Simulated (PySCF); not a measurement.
Gas-phase reaction: 6 H₂S₂ = 6 H₂S + S₆

Method: PySCF energies (xtb for GFN2) plus ideal-gas RRHO corrections (1 bar). † marks an energy on the PBE0/def2-TZVP geometry and frequencies; other levels use their own. MP2 freezes the core. All species are closed-shell singlets. B3LYP is the form with VWN-RPA correlation. MP2 isn't extrapolated to the basis-set limit.

```csv
level,"ΔH°(298 K), kJ"
B3LYP/def2-TZVP†,-94
GFN2-xTB,?
HF/def2-TZVP†,?
M06-2X/def2-TZVP†,?
MP2/def2-SVP†,-131
PBE0/def2-QZVP†,-101
LDA/def2-TZVP†,-134
```

Question: What belongs in the gaps?

Answer: 
- GFN2-xTB, ΔH°(298 K), kJ: -104
- HF/def2-TZVP†, ΔH°(298 K), kJ: -42
- M06-2X/def2-TZVP†, ΔH°(298 K), kJ: -94
